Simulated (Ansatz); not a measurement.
Computed with Ansatz on PBE0-D4/def2-TZVP structures; ΔE is electronic, products minus reactants. CCSD(T)/CBS adds triple-zeta CCSD(T) − MP2 to the extrapolated MP2 energy (def2 sets, frozen cores). Functionals use def2-TZVPP. B3LYP here is the variant with VWN-RPA as its local correlation; programs differ in this. For Ge outer-core shells are correlated without core-valence functions, which leaves a few kJ/mol of doubt a bond. Scalar relativity is left out up to krypton. One conformer a species, not always the lowest.

Reaction (ligand exchange at a Ge–O bond): `[F][GeH2][O][SiH3]` + `BCS` → `BC[S][GeH2][F]` + silanol

**Question.** Is it downhill or uphill in electronic energy at CCSD(T)/CBS, and by how much? (Estimate.)

**Answer.** Computed: Nearly level: ΔE = -0.5 kcal/mol.

**Question.** What do these levels give: PBE-D4, r2SCAN-D4, B3LYP-D4, ωB97X-V, ωB97M-V, B2PLYP, PBE, PBE0, CCSD(T)/def2-TZVPP, HF/def2-QZVPP, MP2/CBS(def2), CCSD/CBS(def2)? (Best estimate.)

**Answer.** The calculation gave: PBE-D4 -3.3, r2SCAN-D4 -1.4, B3LYP-D4 -0.6, ωB97X-V 0.3, ωB97M-V -0.4, B2PLYP 0.3, PBE -3.0, PBE0 -2.1, CCSD(T)/def2-TZVPP 0.7, HF/def2-QZVPP 4.3, MP2/CBS(def2) -1.4, CCSD/CBS(def2) 0.1 kcal/mol.

Largest T1 diagnostic among the species: 0.012.

In def2-TZVPP, CCSD(T) changes the Hartree–Fock value by −3.0 kcal/mol (the triples alone add −0.6 kcal/mol) and MP2 by −3.9 kcal/mol. From PBE to PBE0 (25 % exact exchange), in def2-TZVPP and without D4, ΔE moves by +0.8 kcal/mol.
